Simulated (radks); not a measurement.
Results of a calculation; reference values are marked as such.
Effect of the nuclear size on neutral thulium, [Xe] 4f13 6s2. Code: a radial shooting solver on a logarithmic mesh with Libxc functionals. Model: Dirac Kohn-Sham, BLYP, spin-unpolarised, spherical densities, finite nucleus; open shells are shared between the two j in proportion to 2j + 1; Fermi nuclear charge, rms radius 5.2256 fm. The rms radius is varied about that value; shifts are against it.

rms radius (fm),total energy shift (eV),density at nucleus (e/bohr^3),1s1/2 shift (meV),2s1/2 shift (meV),4p1/2 shift (meV),5s1/2 shift (meV),5p1/2 shift (meV),6s1/2 shift (meV),4f7/2 shift (meV)
4.4836,-9.29,9.946e+05,-3800,-512,0.209,-3.90,0.375,-0.152,0.658
4.9539,-3.52,9.653e+05,-1440,-194,0.079,-1.48,0.142,-0.057,0.249
5.2256,0,9.5e+05,0.000,0.000,0.000,0.000,0.000,0.000,0.000
5.7325,6.91,9.241e+05,2830,381,-0.153,2.90,-0.278,0.113,-0.490
6.0199,11.0,9.107e+05,4510,607,-0.244,4.63,-0.444,0.180,-0.781

Slopes of the eigenvalues against <r^2> in GHz/fm^2, as finite differences over the two radii next to the reference (eigenvalue slopes, not the field-shift constants of lines): 1s1/2 124000, 2s1/2 16700, 4p1/2 -6.73, 5s1/2 127, 5p1/2 -12.2, 6s1/2 4.95, 4f7/2 -21.5.
